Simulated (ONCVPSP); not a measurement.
## Which change was made? (Te, ONCV)

```
Element                 : tellurium
Generator               : ONCVPSP 4.0.1
Type                    : optimised norm-conserving Vanderbilt (ONCV)
Functional              : PBE
Relativity              : scalar-relativistic
Frozen core             : [Kr]
Valence charge          : 16
Reference configuration : 4d10 5s1.5 5p4.5
Partial waves           : 5s: rc 1.55 bohr, ncon 3, nbas 7, qcut 3.7 1/bohr, 1 projector; 5p: rc 1.85 bohr, ncon 4, nbas 7, qcut 4.8 1/bohr, 2 projectors, debl 2.1 Ha; 4d: rc 1.10 bohr, ncon 4, nbas 9, qcut 16.9 1/bohr, 2 projectors, debl 0.8 Ha
Local potential         : polynomial inside 0.95 bohr (lpopt 5, dvloc0 4 Ha)
Core correction         : none
```

In the d channel the program set the typed energies aside and used -1.556, 0.250 Ha.

Cutoffs, loose and tight: the cutoffs (Ha) at which the residual kinetic energy of the hardest occupied pseudo-wave falls to 1 and 0.1 mHa per electron. They do not see the model core or the augmentation charge, which bear on the density cutoff. Test errors are all-electron minus pseudo excitation energies from the reference, over the configurations 4d10 5s2 5p4; 4d10 5s2 5p3; 4d10 5s2 5p2; 4d10 5s0 5p6; variants that change the core or the reference have their own tests.

The base gives: outcome: generated, projector energies reset by the program; cutoff, loose: 58 Ha; cutoff, tight: 73 Ha; bound ghosts: s; GHOST(+) flags above zero: p; largest test error (meV): -5.0.

(1) After one change the result is: outcome: generated, projector energies reset by the program; cutoff, loose: 87 Ha; cutoff, tight: 104 Ha; bound ghosts: s; GHOST(+) flags above zero: p; largest test error (meV): -7.9. Which change was it?
A. s: rc 1.36
B. s: rc 1.04
C. s: rc 2.24
D. s: rc 2.02

Results:

(1) A. The others give: s: rc 1.04 → outcome: failed: ERROR pspot: first pseudo wave function has node, program will stop | s: rc 2.02 → outcome: generated, projector energies reset by the program; cutoff, loose: 58 Ha; cutoff, tight: 73 Ha; bound ghosts: s; GHOST(+) flags above zero: p; largest test error (meV): -14 | s: rc 2.24 → outcome: generated, projector energies reset by the program; cutoff, loose: 58 Ha; cutoff, tight: 73 Ha; bound ghosts: s; GHOST(+) flags above zero: p; largest test error (meV): -32.
